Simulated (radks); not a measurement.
Question: These are the eigenvalues of the occupied orbitals of an atom or ion with whole-number occupations (hartree). All-electron calculation, Dirac Kohn-Sham, LDA (Slater exchange, Perdew-Wang correlation), spin-unpolarised, spherical densities, point nucleus. Program: a radial shooting solver on a logarithmic mesh with Libxc functionals.

orbital  eigenvalue
1s1/2     -1593.839
2s1/2     -259.3264
2p1/2     -245.5266
2p3/2     -226.4420
3s1/2     -57.80720
3p1/2     -51.90443
3p3/2     -48.09793
3d3/2     -37.78154
3d5/2     -36.95841
4s1/2     -13.00582
4p1/2     -10.77252
4p3/2      -9.92990
4d3/2      -6.24516
4d5/2      -6.09424
5s1/2      -3.05734
5p1/2      -2.40346
5p3/2      -2.26258
4f5/2      -1.85180
4f7/2      -1.83275

Which element is it, and in what charge state? The configuration may be excited. Open shells, if any, are shared by 2j + 1.

Answer: Z = 60, neodymium, charge +4: Nd4+ in [Xe] 4f2. The list shows which subshells hold electrons but not how many an open one holds; the 1s level, -1593.8 hartree, gives Z - s = 56.5 by -(Z - s)^2/2, which with screening and relativity narrows Z to a few neighbours, and the depths of the outer levels then fix element, charge and occupations together.
